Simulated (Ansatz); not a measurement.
Geometry optimisation, RKS r2SCANh/def2-SVP (Ansatz 0.2.0).

The input (input.yaml):

```yaml
crystal:
  periodic: [false, false, false]
  atoms:
    - { symbol: W, position_ang: [0.131894, -0.026963, -0.296546] }
    - { symbol: O, position_ang: [-0.558632, 0.195793, 2.748313] }
    - { symbol: H, position_ang: [-0.953655, 1.073567, 2.802459] }
    - { symbol: H, position_ang: [0.856969, -0.717919, -1.640799] }
    - { symbol: H, position_ang: [0.184174, 1.644163, -0.102193] }
    - { symbol: F, position_ang: [-1.484346, -0.81389, 0.03865] }
    - { symbol: H, position_ang: [1.470029, -0.985183, 0.03503] }
    - { symbol: H, position_ang: [0.097042, 0.853757, -1.721895] }
    - { symbol: H, position_ang: [1.15643, 0.535717, 0.948938] }
    - { symbol: H, position_ang: [0.399194, 0.395759, 2.647142] }
basis:
  gaussian: { orbitals: def2-SVP }
hamiltonian:
  xc: r2scanh
relax:
  f_tol: 0.03
  max_steps: 50
```

Command:

```bash
$ ansatz run input.yaml --threads 2 --pin off --max-ram 3072MiB --backend cpu --events-out ev --progress --plain --runs-dir out
```

Question: Where does it end, and by what steps?

Answer: It converged. After 14 steps the energy has fallen by 0.323 eV; H3 moved furthest, 0.94 Å. Joined: W1–O2 (3.13 → 2.40 Å).

```
step  energy less start (eV)  largest force component (eV/Å)  accepted
   0                  0.0000                           0.859       yes
   1                 -0.0319                           1.586       yes
   2                 -0.0682                           1.407       yes
   3                 -0.1692                           1.135       yes
   4                 -0.2122                           0.692       yes
   5                 -0.2461                           0.585       yes
   6                 -0.2608                           0.321       yes
   7                 -0.2824                           0.332       yes
   8                 -0.2857                           0.303       yes
   9                 -0.2951                           1.096       yes
  10                 -0.3142                           0.360       yes
  11                 -0.3204                           0.138       yes
  12                 -0.3228                           0.068       yes
  13                 -0.3232                           0.048       yes
  14                 -0.3233                           0.013       yes
```

```xyz
10
Properties=species:S:1:pos:R:3
W 0.151 0.075 -0.119
O -0.246 0.179 2.241
H -1.173 0.207 2.510
H 0.600 -0.788 -1.496
H 0.389 1.740 -0.072
F -1.574 -0.489 0.304
H 1.394 -1.017 0.172
H 0.055 0.801 -1.635
H 1.464 0.618 0.794
H 0.239 0.828 2.761
```

Time of the run: 67 s on 2 threads of Intel(R) Xeon(R) Platinum 8259CL CPU @ 2.50GHz (Skylake/Cascade Lake), with other jobs on the host, peak memory 0.24 GiB.
